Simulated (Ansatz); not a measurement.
C₂H₅BOS. Charge 0, multiplicity 1. The bonds changed during the relaxation, so this is another structure than the one it started from.

Cartesian coordinates in Å:
```
O 0.610 1.597 1.106
C 1.171 0.685 0.530
B 0.448 -0.628 -0.018
C -0.769 -0.336 -0.957
S -1.394 -0.629 0.746
H 2.260 0.803 0.323
H 0.985 -1.694 -0.008
H -1.003 0.670 -1.289
H -1.159 -1.108 -1.614
H -1.149 0.641 1.181
```

**Question.** List the harmonic frequencies (cm⁻¹, unscaled) at PBE0-D4/def2-TZVP in Ansatz. (Best estimate.)

**Answer.** Computed: 149, 200, 279, 408, 575, 616, 665, 742, 810, 852, 911, 954, 1028, 1044, 1110, 1182, 1396, 1441, 1747, 2495, 2637, 2868, 3138, 3222.

**Question.** Is this a minimum?

**Answer.** Yes, all 24 modes are real.

**Question.** Give the ideal-gas thermochemistry at 298.15 K and 1 bar (rigid rotor, harmonic oscillator; point group C1, symmetry number 1).

**Answer.** Zero-point energy 182.2 kJ/mol; H(298) − E = 199.7 kJ/mol; entropy 314.5 J/(mol·K), of which translation 164.7, rotation 109.1, vibration 40.8; G(298) − E = 105.9 kJ/mol.
